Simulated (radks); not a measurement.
Problem. The mean radii <r> (bohr) of the occupied orbitals of an atom or ion are listed with their occupations. Method: scalar-relativistic Kohn-Sham, r2SCAN, spin-unpolarised, spherical densities, finite nucleus; meta-GGA in the generalised Kohn-Sham scheme; Fermi nuclear charge, rms radius of each element as measured or else 0.836 A^(1/3) + 0.57 fm; computed with a radial shooting solver on a logarithmic mesh with Libxc functionals.

| orbital | occ. | <r> |
|---|---|---|
| 1s | 2 | 0.02112 |
| 2s | 2 | 0.08975 |
| 2p | 6 | 0.07946 |
| 3s | 2 | 0.2342 |
| 3p | 6 | 0.2332 |
| 3d | 10 | 0.2121 |
| 4s | 2 | 0.5302 |
| 4p | 6 | 0.5617 |
| 4d | 10 | 0.6102 |
| 5s | 2 | 1.305 |
| 5p | 6 | 1.530 |
| 4f | 10 | 0.8638 |

Name the element and its charge.

Solution. Z = 66, dysprosium, charge +2: Dy2+ in [Xe] 4f10. The 1s radius gives Z: for a bare nucleus <r> = (2 gamma + 1)/(2Z) with gamma = sqrt(1 - (Z/c)^2), 0.02085 bohr for Z = 66, and screening makes it slightly larger (0.02112 here). The occupations add up to 64, and the charge is Z minus that.
